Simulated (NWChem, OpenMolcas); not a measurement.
# How basis sets differ on CH7BSi2 (SMILES CB1[SiH2][SiH2]1)

CH7BSi2: 11 atoms, total charge 0, spin state singlet. SMILES: `CB1[SiH2][SiH2]1`. Geometry: relaxed at PBE0-D4/def2-TZVP.

| atom | x (Å) | y (Å) | z (Å) |
| --- | --- | --- | --- |
| C | -0.2639 | 1.7935 | 0.0995 |
| B | -0.4506 | 0.2430 | -0.0166 |
| Si | 0.0188 | -1.1486 | 1.1994 |
| Si | 0.2103 | -0.9829 | -1.3188 |
| H | 0.1656 | 2.1218 | 1.0488 |
| H | -1.2713 | 2.2291 | 0.0511 |
| H | 0.3010 | 2.2380 | -0.7230 |
| H | -0.4792 | -2.5413 | 1.1070 |
| H | 0.8769 | -0.9754 | 2.4039 |
| H | 1.2390 | -0.6628 | -2.3466 |
| H | -0.2812 | -2.3712 | -1.4842 |

Each level gives the HOMO–LUMO gap (eV). The values are calculated.

```json
{"level": "HF/STO-3G", "kind": "Hartree–Fock", "program": "OpenMolcas", "value (eV)": "12.02", "CPU time": "3.1 s"}
{"level": "HF/3-21G", "kind": "Hartree–Fock", "program": "OpenMolcas", "value (eV)": "9.96", "CPU time": "4.3 s"}
{"level": "HF/6-31G* (spherical functions)", "kind": "Hartree–Fock", "program": "OpenMolcas", "value (eV)": "9.99", "CPU time": "13 s"}
{"level": "HF/6-31G* (RICD fitting, Cartesian functions)", "kind": "Hartree–Fock", "program": "OpenMolcas", "value (eV)": "10.00", "CPU time": "3.8 s"}
{"level": "HF/def2-SVP", "kind": "Hartree–Fock", "program": "NWChem", "value (eV)": "10.14", "CPU time": "39 s"}
```

The values span 9.96 to 12.02 eV. A Hartree–Fock LUMO above zero doesn't converge with the basis: it sinks as sets grow more diffuse. Orbital gaps aren't excitation energies. CPU times are rough (shared hosts, several kinds of processor and program).
